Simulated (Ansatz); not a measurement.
A nudged elastic band was laid between two geometries of BFH2O + H4OSi (11 atoms, charge 0, multiplicity 1).

All numbers below come from RKS PBE0/def2-SVP in Ansatz 0.2.0.

- movable images: 7
- climbing image: yes
- spring: 5.0 eV/Å²
- optimiser: quadratic models (default)
- start path: through a guess of the saddle point
- force threshold: 0.05 eV/Å
- iteration limit: 60
- end points: relaxed

Image 0:

```xyz
11
Properties=species:S:1:pos:R:3
B 0.047 -0.224 0.170
O -0.795 -1.069 0.817
H -1.683 -1.034 0.451
F 1.333 -0.286 0.517
H -0.269 0.410 -0.808
O -0.343 1.547 1.697
Si 0.956 2.526 2.131
H 2.015 1.751 2.842
H 1.472 3.097 0.860
H 0.492 3.628 3.028
H -0.677 0.946 2.373
```

Image 8:

```xyz
11
Properties=species:S:1:pos:R:3
B -0.033 0.658 0.305
O -0.760 -0.587 1.520
H -0.820 -1.443 1.074
F 1.171 0.056 0.127
H -0.844 0.541 -0.596
O -0.073 1.807 1.064
Si 1.133 2.476 2.005
H 1.654 1.497 3.007
H 2.267 2.964 1.165
H 0.525 3.629 2.726
H -1.672 -0.307 1.679
```

Task: What changes between the two ends?

Result: Bonds broken: B1–O2, O6–H11. Bonds formed: B1–O6, O2–H11. BFH2O + H4OSi becomes BFH4OSi + H2O.

Task: What energy profile does the band end with?

Result: The forces met the threshold. The highest image is number 4 of 0 to 8, 12.0 kcal/mol above the first end and 13.2 kcal/mol above the last; the last end lies 1.2 kcal/mol below the first. A vibrational analysis at the climbing image gives one clearly imaginary mode, 1198i cm⁻¹: a first-order saddle point. The orbitals stay closed-shell, which can raise the energy where a bond breaks towards radicals; this wasn't checked here.

| image | path coordinate (Å) | energy (kcal/mol) | B1–O2 (Å) | O6–H11 (Å) | B1–O6 (Å) |
| --- | --- | --- | --- | --- | --- |
| 0 | 0.00 | 0.0 | 1.36 | 0.96 | 2.37 |
| 1 | 0.41 | 0.1 | 1.36 | 0.96 | 2.28 |
| 2 | 0.82 | 1.0 | 1.38 | 0.97 | 1.96 |
| 3 | 1.23 | 4.3 | 1.43 | 0.99 | 1.72 |
| 4 | 1.64 | 12.0 | 1.53 | 1.20 | 1.57 |
| 5 | 2.21 | 0.5 | 1.72 | 1.83 | 1.43 |
| 6 | 2.79 | -1.2 | 1.80 | 2.26 | 1.40 |
| 7 | 3.36 | -1.2 | 1.85 | 2.44 | 1.39 |
| 8 | 3.93 | -1.2 | 1.89 | 2.72 | 1.38 |

Task: What is the geometry of the highest image?

Result: 
```xyz
11
Properties=species:S:1:pos:R:3:forces:R:3
B 0.099 0.235 0.357 0.01 -0.01 0.00
O -0.779 -0.672 1.226 0.01 -0.02 0.00
H -1.586 -0.950 0.778 -0.01 0.01 0.00
F 1.413 -0.103 0.454 -0.02 0.00 0.00
H -0.339 0.430 -0.759 0.00 0.00 0.00
O -0.211 1.411 1.345 0.03 0.00 0.00
Si 0.959 2.402 2.079 -0.02 0.00 0.00
H 1.790 1.626 3.039 0.00 0.00 0.00
H 1.793 2.996 1.001 0.00 0.00 0.00
H 0.209 3.462 2.809 0.00 0.00 0.00
H -0.802 0.454 1.748 -0.01 0.01 0.01
```

Task: What are the harmonic wavenumbers there?

Result: 1198i, 87, 118, 134, 389, 432, 504, 576, 698, 716, 763, 802, 931, 941, 958, 977, 992, 1085, 1131, 1256, 1325, 2010, 2264, 2268, 2284, 2595, 3903 cm⁻¹.

The run took 7.1 min on 2 threads of Arm Neoverse V2 (shared host), peak memory 0.23 GiB.
